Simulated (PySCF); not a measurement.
Vertical excitations of a molecule C₄H₇F from TDDFT-CAM-B3LYP/def2-SVPD in PySCF, as energy in eV (oscillator strength): 7.28 (0.170), 7.46 (0.310), 8.04 (0.005), 8.11 (0.010), 8.51 (0.007), 8.74 (0.031), 9.00 (0.003), 9.23 (0.012), 9.26 (0.005), 9.30 (0.008). Lowest triplet (TDA): 4.29 eV. Geometry: PBE-D3(BJ)/def2-SVP. One conformer was computed; it need not be the lowest.

**Question.** Pick the molecule that these values belong to.
A. C=C[C@H](C)F
B. CC/C=C\F
C. C[C@H]1C[C@@H]1F
D. CC1(F)CC1

**Answer.** A, C=C[C@H](C)F
